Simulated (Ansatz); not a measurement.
`C[N](C)[In]([SH])[N](C)C` + H₂ → `C[N](C)[InH][SH]` + dimethylamine  (hydrogenolysis of the In–N bond)

Isolated molecules relaxed with PBE0-D4/def2-TZVP in Ansatz; ΔE leaves out vibrations. CCSD(T)/CBS adds triple-zeta CCSD(T) − MP2 to the extrapolated MP2 energy (def2 sets, frozen cores). This one scheme is used for every species. Functionals use def2-TZVPP. B3LYP here is the variant with VWN-RPA as its local correlation; programs differ in this. Elements past krypton have def2 core potentials. For In outer-core shells are correlated without core-valence functions, which leaves a few kJ/mol of doubt a bond. Each species was taken in one conformer, which may not be the lowest.

| level | ΔE (eV) |
| --- | --- |
| ωB97X-V | -0.34 |
| ωB97M-V | -0.36 |
| B3LYP | -0.50 |
| HF/def2-TZVPP | -0.65 |
| MP2/def2-TZVPP | -0.14 |
| MP2/def2-QZVPP | -0.10 |
| MP2/CBS(def2) | -0.08 |
| CCSD/CBS(def2) | -0.28 |

Question: What does CCSD(T)/CBS give? (Best estimate.)

Answer: Ansatz gave: -0.20 eV. The listed levels differ from it by -0.14, -0.16, -0.30, -0.45, 0.06, 0.10, 0.12, -0.08 eV.

Largest T1 diagnostic among the species: 0.015.

The D4 term adds +0.18 eV with B3LYP and +0.11 eV with PBE0; it sums over pairs of atoms, weighted by their polarisabilities, and B3LYP, whose exchange is more repulsive, gets the larger term. In def2-TZVPP, CCSD(T) changes the Hartree–Fock value by +0.40 eV (the triples alone add +0.08 eV) and MP2 by +0.52 eV. From PBE to PBE0 (25 % exact exchange), in def2-TZVPP and without D4, ΔE moves by −0.05 eV.
